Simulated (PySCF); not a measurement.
UHF on W⁻ (tungsten, charge -1), [Xe] 4f14 5d5 6s2, high-spin 6S determinant. Computed with PySCF 2.14 in aug-cc-pVDZ-PP with ECP60MDF (5s5p4d2f, 54 functions), with a scalar-relativistic core potential.

```
cycle= 1 E= -66.7088234639254  delta_E= -5.15e-11  |g|= 2e-06  |ddm|= 3.23e-05
converged SCF energy = -66.7088234639254  <S^2> = 9.2133127  2S+1 = 6.1524996
```

Highest occupied orbital energy: 0.257 eV; ⟨L²⟩ = 0.00; populations by l: s 4.00, p 6.00, d 5.00, f 0.00.

Task: Can this result be used?

Result: With care. The run converged. Energies and moments cover only the electrons outside the core potential. Spin-orbit coupling, which splits the p, d and f shells strongly at this Z, is absent. ⟨S²⟩ = 9.21 against 8.75 shows spin contamination. At UHF the highest occupied level has a positive energy, so only the finite basis holds that electron.
